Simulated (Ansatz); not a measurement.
Au2O⁺. Total charge 1; doublet. Geometry r2SCAN-D4/def2-TZVP, basis def2-TZVP, Ansatz.

```xyz
3

Au    0.634   -1.441   -0.660
Au   -0.751    1.532    0.030
O     0.117   -0.091    0.630
```

```
run  HOMO (eV)  LUMO (eV)
  A     -12.30     -11.75
  B     -14.60      -8.86
  C     -15.67      -5.13
  D     -13.41      -9.60
  E     -13.16     -10.59
  F     -13.27     -10.07
```

In the def2 sets Au takes a core potential; there is no spin–orbit coupling. B3LYP takes the VWN-RPA correlation. The structure comes from a short search, and lower isomers may exist.

HOMO and LUMO are taken over both spins.

Problem. The runs used B3LYP, CAM-B3LYP, HF, PBE, PBE0, r2SCAN0. Estimate which is which.

Solution. A PBE (0 % exact exchange); B CAM-B3LYP (range-separated); C HF (100 % exact exchange); D r2SCAN0 (25 % exact exchange); E B3LYP (20 % exact exchange); F PBE0 (25 % exact exchange). Exact exchange lowers occupied and raises empty levels; among semilocal functionals meta-GGAs tend to open the gap a little, and such runs are hard to tell apart. The gap grows from 0.55 eV (PBE) to 10.54 eV (HF).
